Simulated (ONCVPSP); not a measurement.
# u(r) = r·R(r): atom against pseudo-atom (Te (Z = 52))

Columns: radius, all-electron u(r) and pseudo u(r) of the 4s shell (level -164.39 eV) of tellurium in the configuration [Ar] 3d10 4s2 4p6 4d10 5s2 5p4; PBE, scalar-relativistic, ONCV scheme, ONCVPSP 4.0.1.

```
r (bohr)  all-electron  pseudo
   0.068        0.4666  0.0255
   0.135        0.0424  0.0775
   0.202       -0.6390  0.1754
   0.270       -0.7244  0.3273
   0.338       -0.3419  0.5232
   0.405        0.1900  0.7381
   0.473        0.6845  0.9502
   0.540        1.0407  1.1259
   0.608        1.2561  1.2499
   0.675        1.3423  1.3078
   0.742        1.3349  1.3031
   0.810        1.2633  1.2439
   0.878        1.1541  1.1455
   0.945        1.0289  1.0262
   1.013        0.8978  0.8972
   1.080        0.7732  0.7730
   1.148        0.6563  0.6561
   1.215        0.5531  0.5529
   1.283        0.4611  0.4610
   1.350        0.3830  0.3829
   1.418        0.3155  0.3154
   1.485        0.2594  0.2593
   1.553        0.2119  0.2118
   1.620        0.1730  0.1730
   1.688        0.1404  0.1404
   1.755        0.1140  0.1140
```

(1) How many radial nodes do the two functions have?

(2) At about which radius was the pseudo-wave matched?

(3) Is the pseudo-wave norm-conserving?

Results:

(1) The all-electron 4s function has n − l − 1 = 3 (the table is too coarse to show those close to the nucleus); the pseudo-wave has 0, since the states of the same l below it are removed with the core.

(2) 1.10 bohr, where the columns begin to agree (steps of 0.07 bohr).

(3) Yes: the ONCV scheme keeps the norm inside the radius equal to the all-electron one, which fixes the energy derivative of the logarithmic derivative at the level.
